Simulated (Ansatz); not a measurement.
`CO[SiH2][AlH2]` + `[SiH3]S` → `CO[SiH2]S[SiH3]` + `[AlH3]` at 500 K and 1 bar (cleavage of the Si–Al bond).

Program: Ansatz. Geometries: PBE0-D4/def2-TZVP. ΔE: electronic, gas phase. CCSD(T)/CBS is the MP2 limit (def2-TZVPP, def2-QZVPP) plus CCSD(T) − MP2 in def2-TZVPP, frozen cores. This one scheme is used for every species. One conformer a species, not always the lowest.

| species | CCSD(T)/CBS energy (Eh) | H − E (kJ/mol) | S (J/(mol·K)) |
| --- | --- | --- | --- |
| `CO[SiH2][AlH2]` | -648.52635 | 240.0 | 432.5 |
| `[SiH3]S` | -689.27336 | 117.6 | 310.5 |
| `CO[SiH2]S[SiH3]` | -1094.05100 | 287.5 | 473.9 |
| `[AlH3]` | -243.78045 | 68.7 | 232.2 |

H − E and S are ideal-gas, rigid-rotor, harmonic terms from PBE0-D4/def2-TZVP, for one conformer and one mirror image of each species. 1 Eh = 2625.50 kJ/mol, R = 8.31446 J/(mol·K).

Q: By hand: ΔE, ΔH, ΔS and ΔG.

A: ΔE = (-1094.05100) + (-243.78045) − (-648.52635) − (-689.27336) = -0.03174 Eh = -83.3 kJ/mol. Δ(H − E) = 287.5 + 68.7 − 240.0 − 117.6 = -1.4, so ΔH = -84.7 kJ/mol. ΔS = 473.9 + 232.2 − 432.5 − 310.5 = -36.9 J/(mol·K). ΔG = -84.7 − 500 × (-36.9)/1000 = -66.2 kJ/mol.

Q: By hand: the equilibrium constant, and the temperature at which ΔG would vanish if ΔH and ΔS stayed fixed.

A: log₁₀ K = −ΔG/(RT ln 10) = 6.9. ΔG = 0 at ΔH/ΔS = 2295 K.

ΔH outweighs TΔS. A doubt of 5 kJ/mol in ΔE shifts log₁₀ K by 0.5 here. Other conformers and mirror images would add mixing entropy, several J/(mol·K) or more a flexible species. Modes under 60 cm⁻¹, often nearly free rotors, make the harmonic entropy too high. These are equilibria of isolated gas molecules and say nothing of rates. Largest T1 diagnostic: 0.012 (customary marks: 0.02 for closed shells, 0.045 for open ones).
